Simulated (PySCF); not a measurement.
Magnetic shielding above rings: a mixed set.

NICS = −σ at a ghost point: NICS(0) at the centroid of the ring atoms, NICS(1) 1 Å to either side along the normal of their mean plane, zz for the tensor component along that normal. Level: GIAO PBE0/pcSseg-1 (PySCF, non-relativistic, gas phase) on the GFN2-xTB geometries, one conformer each. Atom numbers follow the mapped SMILES.

Problem. Order these rings by mean NICS(1)zz, lowest (most negative) first (ppm).
A. ring Si3–C5–Si6–C7 in `[CH3:1][CH2:2][Si:3]1([CH3:4])[CH2:5][SiH2:6][CH2:7]1`
B. ring C3–C4–C5–C6–C8–C12 in `[CH:1]#[C:2][c:3]1[cH:4][cH:5][c:6]([CH3:7])[c:8]([C:9](=[O:10])[Cl:11])[cH:12]1`
C. ring C4–C5–C6–C9 in `[CH3:1][C@@H:2]([NH2:3])[C@@H:4]1[CH2:5][C@H:6]([C:7]#[N:8])[C@H:9]1[F:10]`
D. ring C5–C6–N7–S8–N9 in `[CH3:1][S:2](=[O:3])(=[O:4])[c:5]1[cH:6][n:7][s:8][n:9]1`
E. ring C2–C4–S5–C6–S8 in `[CH3:1][C@:2]1([F:3])[CH2:4][S:5][C:6](=[S:7])[S:8]1`
F. ring C6–C7–C8–O9–C10 in `[CH3:1][C@@H:2]1[CH2:3][P@@:4]1(=[O:5])[c:6]1[cH:7][cH:8][o:9][cH:10]1`
G. ring C3–C4–C5–C7–C8 in `[N:1]#[C:2][C@@H:3]1[CH2:4][C@H:5]([Cl:6])[CH2:7][C@@H:8]1[Cl:9]`

Solution. D (-33.3), F (-26.3), B (-25.0), G (-2.7), E (-1.0), C (2.6), A (3.9).

```json
{"SMILES": "CS(=O)(=O)c1cnsn1", "ring": "5-membered ring with 2 N and S; formal bonds all aromatic", "NICS(0)": "-14.8", "NICS(1)": "-13.3", "NICS(1)zz": "-33.3", "HOMA": "–", "rms pucker (Å)": "0.00", "ring atoms with four or more neighbours": "0"}
{"SMILES": "C[C@@H]1C[P@@]1(=O)c1ccoc1", "ring": "5-membered ring with O; formal bonds all aromatic", "NICS(0)": "-11.8", "NICS(1)": "-10.3", "NICS(1)zz": "-26.3", "HOMA": "0.52", "rms pucker (Å)": "0.00", "ring atoms with four or more neighbours": "0"}
{"SMILES": "C#Cc1ccc(C)c(C(=O)Cl)c1", "ring": "6-membered carbocycle; formal bonds all aromatic", "NICS(0)": "-8.4", "NICS(1)": "-10.8", "NICS(1)zz": "-25.0", "HOMA": "0.97", "rms pucker (Å)": "0.00", "ring atoms with four or more neighbours": "0"}
{"SMILES": "N#C[C@@H]1C[C@H](Cl)C[C@@H]1Cl", "ring": "5-membered carbocycle; formal bonds all single", "NICS(0)": "-5.6", "NICS(1)": "-4.1", "NICS(1)zz": "-2.7", "HOMA": "–", "rms pucker (Å)": "0.19", "ring atoms with four or more neighbours": "5"}
{"SMILES": "C[C@]1(F)CSC(=S)S1", "ring": "5-membered ring with 2 S; formal bonds all single", "NICS(0)": "-6.2", "NICS(1)": "-3.7", "NICS(1)zz": "-1.0", "HOMA": "–", "rms pucker (Å)": "0.19", "ring atoms with four or more neighbours": "2"}
{"SMILES": "C[C@@H](N)[C@@H]1C[C@H](C#N)[C@H]1F", "ring": "4-membered carbocycle; formal bonds all single", "NICS(0)": "-3.2", "NICS(1)": "-1.9", "NICS(1)zz": "2.6", "HOMA": "–", "rms pucker (Å)": "0.08", "ring atoms with four or more neighbours": "4"}
{"SMILES": "CC[Si]1(C)C[SiH2]C1", "ring": "4-membered ring with 2 Si; formal bonds all single", "NICS(0)": "0.1", "NICS(1)": "-1.2", "NICS(1)zz": "3.9", "HOMA": "–", "rms pucker (Å)": "0.04", "ring atoms with four or more neighbours": "4"}
```

NICS(0) gives another order. The isotropic NICS(1) gives another order. HOMA uses Krygowski's 1993 parameters; it is left out where a ring has a four-coordinate atom, a triple bond, no multiple bond or a kind of bond without parameters. NICS(1) and NICS(1)zz are means over the two faces.
